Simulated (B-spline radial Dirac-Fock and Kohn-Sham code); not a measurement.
Elastic and transport cross sections of copper for positrons

These are calculated numbers from a B-spline atomic structure program; the model is relativistic (Dirac) partial waves in the static field of the Dirac-Fock atom, without polarisation or absorption potentials. Below a few hundred eV the neglected polarisation potential matters, most of all at small angles. σ_tr1 and σ_tr2 weight the cross section with 1 − P₁ and 1 − P₂ of cos θ; "backward" is the share scattered beyond 90°.

| energy (eV) | σ (a₀²) | σ_tr1 (a₀²) | σ_tr2 (a₀²) | σ/σ_tr1 | backward (%) |
| --- | --- | --- | --- | --- | --- |
| 152 | 9.29 | 2.02 | 3.45 | 4.59 | 6.2 |
| 274 | 7.29 | 1.34 | 2.33 | 5.45 | 5.1 |
| 414 | 6.12 | 0.978 | 1.74 | 6.25 | 4.2 |
| 562 | 5.35 | 0.763 | 1.39 | 7.02 | 3.6 |
| 1310 | 3.63 | 0.346 | 0.681 | 10.5 | 2.0 |
| 2390 | 2.68 | 0.177 | 0.370 | 15.2 | 1.2 |
| 2600 | 2.57 | 0.160 | 0.337 | 16.0 | 1.1 |
| 13800 | 0.903 | 0.0167 | 0.0392 | 54.2 | 0.21 |
| 21100 | 0.662 | 0.00865 | 0.0209 | 76.5 | 0.13 |
| 35900 | 0.443 | 0.00368 | 0.00910 | 120 | 0.074 |
| 39200 | 0.414 | 0.00318 | 0.00791 | 130 | 0.067 |
| 52300 | 0.332 | 0.00197 | 0.00497 | 168 | 0.048 |
| 52700 | ? | ? | ? | ? | ? |
| 92600 | 0.218 | 0.000759 | 0.00196 | 287 | 0.023 |
| 100000 | 0.206 | 0.000667 | 0.00173 | 309 | 0.021 |
| 107000 | 0.197 | 0.000596 | 0.00155 | 330 | 0.019 |

Task: Fill in the row for 52.7 keV.

Result: σ = 0.330 a₀², σ_tr1 = 0.00195 a₀², σ_tr2 = 0.00491 a₀², σ/σ_tr1 = 169, backward 0.047 %. The ratio σ/σ_tr1 is roughly the number of elastic collisions that randomise the direction.
